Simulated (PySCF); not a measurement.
C10H17B.
Atom-mapped SMILES: `[CH3:1][B:2]([CH3:3])/[C:4]1=[CH:5]/[CH2:6][CH2:7]/[CH:8]=[CH:9]\[CH2:10][CH2:11]1` (hydrogens: H12, H13, H14 on C1; H15, H16, H17 on C3; H18 on C5; H19, H20 on C6; H21, H22 on C7; H23 on C8; H24 on C9; H25, H26 on C10; H27, H28 on C11)

Computed by this run: PBE0-D3(BJ)/def2-SVP geometry optimisation, gas phase (PySCF 2.14.0); density fitting, grid level 2; the optimiser is geomeTRIC in internal coordinates, started from a GFN2-xTB structure.

The end geometry, which sets the zero of energy:
```
atom  x, y, z in Å
C1     -2.8724    1.5767   -0.1181
B2     -2.0459    0.2761    0.2175
C3     -2.7529   -1.1173   -0.0119
C4     -0.5811    0.3153    0.7712
C5      0.1296    1.4584    0.6447
C6      1.5881    1.6513    0.9337
C7      2.5107    1.0321   -0.1491
C8      3.0814   -0.3156    0.2012
C9      2.4115   -1.4640    0.3551
C10     0.9282   -1.6765    0.2202
C11     0.0700   -0.9491    1.2860
H12    -3.8926    1.4860    0.2930
H13    -2.4475    2.5321    0.2203
H14    -3.0109    1.6309   -1.2137
H15    -2.0747   -1.9216   -0.3369
H16    -3.6138   -1.0728   -0.6958
H17    -3.1490   -1.4372    0.9723
H18    -0.3885    2.3339    0.2368
H19     1.8480    1.2135    1.9122
H20     1.7950    2.7294    1.0065
H21     3.3451    1.7232   -0.3388
H22     1.9497    0.9691   -1.0987
H23     4.1661   -0.3506    0.3540
H24     3.0023   -2.3475    0.6225
H25     0.5941   -1.3537   -0.7822
H26     0.7276   -2.7572    0.2689
H27     0.7032   -0.7297    2.1618
H28    -0.7099   -1.6374    1.6427
```

**Question.** These geometries come from the run, each turned onto the end geometry. Order them by energy, lowest first.
A.
```
atom  x, y, z in Å
C1     -2.9200    1.5704    0.0271
B2     -2.0534    0.2644    0.2382
C3     -2.7194   -1.1342   -0.0789
C4     -0.5741    0.3362    0.7259
C5      0.1459    1.4560    0.5630
C6      1.6044    1.6358    0.8517
C7      2.4824    0.9528   -0.2276
C8      3.0787   -0.3320    0.2648
C9      2.4063   -1.4563    0.4605
C10     0.9367   -1.6351    0.2234
C11     0.0814   -0.9063    1.2878
H12    -3.9828    1.3913    0.1776
H13    -2.6301    2.4065    0.6585
H14    -2.8126    1.9021   -1.0068
H15    -2.0220   -1.8765   -0.4598
H16    -3.5496   -1.0610   -0.7783
H17    -3.1325   -1.5444    0.8439
H18    -0.3373    2.3196    0.1259
H19     1.8562    1.2149    1.8282
H20     1.8330    2.7024    0.8810
H21     3.2851    1.6302   -0.5219
H22     1.8658    0.7628   -1.1108
H23     4.1358   -0.3035    0.4949
H24     2.9323   -2.3207    0.8443
H25     0.6707   -1.2480   -0.7640
H26     0.7037   -2.7008    0.2357
H27     0.7172   -0.6460    2.1371
H28    -0.6904   -1.5826    1.6540
```
B.
```
atom  x, y, z in Å
C1     -2.8889    1.5884   -0.0318
B2     -2.0565    0.2766    0.2418
C3     -2.7342   -1.1177   -0.0547
C4     -0.5867    0.3152    0.7810
C5      0.1207    1.4576    0.6257
C6      1.5887    1.6552    0.8674
C7      2.4833    0.9814   -0.2093
C8      3.0883   -0.3236    0.2291
C9      2.4222   -1.4691    0.4163
C10     0.9439   -1.6679    0.2286
C11     0.0727   -0.9470    1.2916
H12    -3.9664    1.4274    0.1343
H13    -2.5720    2.4745    0.5379
H14    -2.7927    1.8393   -1.1055
H15    -2.0389   -1.8955   -0.4078
H16    -3.5880   -1.0570   -0.7470
H17    -3.1402   -1.4897    0.9069
H18    -0.4129    2.3311    0.2322
H19     1.8652    1.2513    1.8564
H20     1.8056    2.7333    0.8985
H21     3.2896    1.6739   -0.4926
H22     1.8801    0.8271   -1.1213
H23     4.1638   -0.3197    0.4394
H24     2.9943   -2.3349    0.7686
H25     0.6443   -1.3092   -0.7721
H26     0.7233   -2.7457    0.2415
H27     0.7032   -0.7166    2.1669
H28    -0.7004   -1.6409    1.6533
```
C.
```
atom  x, y, z in Å
C1     -2.8732    1.5791   -0.0961
B2     -2.0575    0.2701    0.2423
C3     -2.7743   -1.1184    0.0188
C4     -0.5819    0.3074    0.7675
C5      0.1258    1.4527    0.6422
C6      1.5897    1.6514    0.9092
C7      2.5000    1.0109   -0.1743
C8      3.0971   -0.3113    0.2240
C9      2.4267   -1.4593    0.3745
C10     0.9480   -1.6639    0.1878
C11     0.0753   -0.9633    1.2624
H12    -3.9445    1.4523    0.1268
H13    -2.5181    2.5064    0.3752
H14    -2.8177    1.7192   -1.1920
H15    -2.1033   -1.9381   -0.2802
H16    -3.6282   -1.0731   -0.6730
H17    -3.1853   -1.4078    1.0063
H18    -0.4049    2.3319    0.2608
H19     1.8581    1.2305    1.8924
H20     1.7972    2.7299    0.9640
H21     3.3153    1.7086   -0.4133
H22     1.9162    0.8975   -1.1040
H23     4.1731   -0.3206    0.4290
H24     3.0018   -2.3347    0.6947
H25     0.6413   -1.2994   -0.8078
H26     0.7369   -2.7432    0.1904
H27     0.6996   -0.7541    2.1461
H28    -0.7016   -1.6628    1.6016
```

**Answer.** C (0.005 eV), B (0.009 eV), A (0.110 eV).

In the order of the answer:

```json
{"step": "4", "E above end (eV)": "0.005", "largest force (eV/Å)": "0.11", "rms force component (eV/Å)": "0.028", "rms distance from end (Å)": "0.077", "rms bond change (Å)": "0.001", "bond most changed (Å)": "C1–H12 -0.002"}
{"step": "2", "E above end (eV)": "0.009", "largest force (eV/Å)": "0.04", "rms force component (eV/Å)": "0.013", "rms distance from end (Å)": "0.121", "rms bond change (Å)": "0.001", "bond most changed (Å)": "C10–C11 +0.002"}
{"step": "0", "E above end (eV)": "0.110", "largest force (eV/Å)": "0.66", "rms force component (eV/Å)": "0.277", "rms distance from end (Å)": "0.170", "rms bond change (Å)": "0.010", "bond most changed (Å)": "C3–H17 -0.017"}
```

The cost below is that of the whole optimisation. The run took 8.4 min wall on an Arm Neoverse V1 with one thread, no GPU, shared host with 32 logical CPUs at a one-minute load of 20, and the process peaked at 1.2 GiB of memory.
